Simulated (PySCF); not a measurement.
## Diatomics of Se with the third period

PBE0 with triple-zeta basis sets in PySCF, for the lowest determinant that a PBE0 search found; no spin–orbit coupling. De refers to high-spin ground-configuration atoms. A positive dipole means M(−)Se(+).

```tsv
M	basis	state (unpaired electrons)	Re (Å)	ωe (cm⁻¹)	De (eV)	μ (D)
Na	def2-TZVPP	doublet (π ↑)	2.605	270	2.38	-8.29
Mg	x2c-TZVPPall	singlet (closed shell)	2.252	433	1.83	-7.28
Al	def2-TZVPP	doublet (σ ↑)	2.161	481	3.80	-3.56
Si	x2c-TZVPPall	singlet (closed shell)	2.057	592	5.50	-1.38
P	def2-TZVPP	doublet (π ↑)	2.029	596	3.85	-0.27
S	def2-TZVPP	triplet (π ↑↑)	2.028	578	4.11	0.58
Cl	def2-TZVPP	doublet (π ↑)	2.120	458	2.85	0.61
```

The shortest bond is that of SeS (2.028 Å), the longest that of NaSe (2.605 Å). SiSe is bound most strongly (5.50 eV) and MgSe least (1.83 eV).

The rows differ in basis set, which adds steps of its own.

The state changes along the series, so neighbouring rows are not always alike in their bonding.

Spin–orbit coupling is left out. States were picked by a PBE0 search and need not be the measured ground states.
